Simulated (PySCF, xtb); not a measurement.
BrH3PbSi, SMILES [SiH3][Pb][Br] (connectivity only; charge and spin as stated), neutral, multiplicity 1.

Harmonic wavenumbers (cm⁻¹) from GFN2-xTB (xtb 6.7.1) at its own minimum, in rising order: 16, 68, 198, 253, 336, 404, 817, 832, 834, 2204, 2249, 2283.

Q: What does PBE-D3(BJ)/def2-SVP (PySCF) give at its own minimum? (An estimate is asked for; the answer gives what the named calculation found.)

A: 62, 66, 204, 239, 317, 389, 791, 892, 901, 2110, 2132, 2139. Paired by order, the mean absolute difference is 51 cm⁻¹ and the zero-point energies are 15.0 and 14.6 kcal/mol.
